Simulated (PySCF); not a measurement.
Nb(F)4(Me) (CH3F4Nb), SMILES [CH3][Nb]([F])([F])([F])[F], multiplicity 1.

Geometry: r2SCAN-D4/def2-SVP. The multiplicity is an assumed one; no other spin state was optimised. The structure was generated by enumeration; whether it is a known compound was not checked. The def2 effective core potentials stand for the cores of Nb; spin–orbit coupling is left out.

All values below come from PySCF with TDA-B3LYP/def2-SVPD.

Vertical excitations. Isolated molecule, no solvent.

Computed excitation energies, oscillator strengths and character:
| state | energy (eV) | λ (nm) | f | main pairs |
|---|---|---|---|---|
| S1 | 4.35 | 285 | 0.005 | HOMO→LUMO 99 % |
| S2 | 4.80 | 258 | 0.000 | HOMO→LUMO+1 100 % |
| S3 | 5.23 | 237 | 0.002 | HOMO→LUMO+2 99 % |
| S4 | 6.60 | 188 | 0.001 | HOMO−2→LUMO 80 %, HOMO−1→LUMO 17 % |
| S5 | 6.79 | 183 | 0.002 | HOMO−4→LUMO 76 %, HOMO−1→LUMO 12 % |
| S6 | 6.84 | 181 | 0.001 | HOMO−1→LUMO 43 %, HOMO−4→LUMO 22 %, HOMO−2→LUMO+1 13 %, HOMO−2→LUMO 11 % |
| S7 | 6.84 | 181 | 0.000 | HOMO−3→LUMO 75 %, HOMO−6→LUMO 19 % |
| S8 | 7.13 | 174 | 0.011 | HOMO−1→LUMO+1 84 % |
| S9 | 7.17 | 173 | 0.128 | HOMO→LUMO+3 54 %, HOMO−3→LUMO+2 8 % |
| S10 | 7.19 | 172 | 0.003 | HOMO−5→LUMO 54 %, HOMO−3→LUMO+1 27 %, HOMO−6→LUMO+1 11 % |
| T1 | 3.90 | 318 | 0 | HOMO→LUMO 99 % |
| T2 | 4.57 | 271 | 0 | HOMO→LUMO+1 99 % |
| T3 | 4.73 | 262 | 0 | HOMO→LUMO+2 99 % |
| T4 | 5.50 | 226 | 0 | HOMO→LUMO+3 98 % |
Triplets are in the Tamm–Dancoff approximation.
